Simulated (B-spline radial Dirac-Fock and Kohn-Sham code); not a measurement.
Method: Dirac-Fock ΔSCF + Breit + QED. Computed with an atomic code on a B-spline grid. Correlation and solid-state effects are left out.

Q: An atom or ion in its tabulated ground configuration has these computed binding energies (the last is its least bound level). Which is it?

```
level  binding energy (eV)
    K              85813.0
   L1              20492.4
 L2,3              18881.1
```

A: Pt⁷⁰⁺: Z = 78 with 8 electrons, [He] 2s2 2p4. The hydrogen-like estimate √(E/Ry) = 79.4 for the K level lies 1.4 above Z (screening lowers it, relativity raises it); the outermost level, at 18881.1 eV, fixes the charge.

Q: An atom or ion in its tabulated ground configuration has these computed binding energies (the last is its least bound level). Which is it?

```
level  binding energy (eV)
    K              33187.2
   L1               5213.9
   M2                953.3
   M4                650.2
   N1                215.0
   O1                31.49
 O2,3                19.01
```

A: I⁺: Z = 53 with 52 electrons, [Kr] 4d10 5s2 5p4. The hydrogen-like estimate √(E/Ry) = 49.4 for the K level lies 3.6 below Z (screening lowers it, relativity raises it); the outermost level, at 19.01 eV, fixes the charge.

Q: Identify the element and charge state from the binding energies below (tabulated ground configuration; the least bound level is included).

| level | binding energy (eV) |
| --- | --- |
| 2s | 18633.6 |
| 2p3/2 | 15659.0 |
| 3s | 6167.3 |
| 3p3/2 | 5333.4 |
| 4p1/2 | 2684.6 |
| 4p3/2 | 2514.7 |
| 4d | 2298.3 |

A: Bi⁴⁵⁺: Z = 83 with 38 electrons, [Kr] 4d2.

Q: Identify the element and charge state from the binding energies below (tabulated ground configuration; the least bound level is included).

| level | binding energy (eV) |
| --- | --- |
| K | 72630.6 |
| L1 | 16590.2 |
| L2 | 16099.9 |
| L3 | 14801.5 |
| M1 | 6768.7 |

A: Ta⁶¹⁺: Z = 73 with 12 electrons, [Ne] 3s2. The hydrogen-like estimate √(E/Ry) = 73.1 for the K level lies 0.1 above Z (screening lowers it, relativity raises it); the outermost level, at 6768.7 eV, fixes the charge.

Q: An atom or ion in its tabulated ground configuration has these computed binding energies (the last is its least bound level). Which is it?

| level | binding energy (eV) |
| --- | --- |
| 1s | 53340.0 |
| 2s | 10037.4 |
| 2p1/2 | 9580.3 |
| 3p1/2 | 3027.8 |
| 3d3/2 | 2540.1 |
| 3d5/2 | 2505.6 |
| 4p | 1363.2 |

A: Tb³³⁺: Z = 65 with 32 electrons, [Ar] 3d10 4s2 4p2. The hydrogen-like estimate √(E/Ry) = 62.6 for the K level lies 2.4 below Z (screening lowers it, relativity raises it); the outermost level, at 1363.2 eV, fixes the charge.
